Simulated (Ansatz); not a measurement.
Species: H$_{3}$GeNO, charge 0, singlet. H3GeNO (SMILES [NH2][Ge][OH]).
B3LYP-D3(BJ)/def2-TZVP minimum from Ansatz (a program for electronic structure):
```
N
H 1 1.0092
H 1 1.0106 2 111.69
Ge 1 1.8428 2 121.30 3 -180.00
O 4 1.8072 1 99.36 2 180.00
H 5 0.9639 4 116.96 1 0.00
```
Charge 0, spin multiplicity 1.

Atomisation energy term by term, kcal/mol (programs: Ansatz). Open shells are spin-unrestricted; no spin-orbit coupling. Correlated methods leave the cores frozen (noble-gas shells, and filled d and f shells in the p block). No relativity. CBS(X,Y): correlation extrapolated as X^-3, Hartree-Fock from the larger set (Q,5: extrapolated as (X+1)exp(-9√X)). A bracket is a step between two methods taken in the basis named. Where a partner has so few electrons that a lower coupled-cluster level is exact, that level stands in.

```tsv
term	basis	kcal/mol
Hartree-Fock	CBS(cc-pVQZ,cc-pV5Z)	307.56
CCSD correlation	CBS(cc-pVQZ,cc-pV5Z)	165.40
(T)	CBS(cc-pVQZ,cc-pV5Z)	11.57
CCSDT(Q) - CCSD(T)	cc-pVTZ	0.37
sum: De		484.9
```

The step beyond CCSD(T) by other levels: CCSDT(Q) in cc-pVDZ 1.07 kcal/mol.
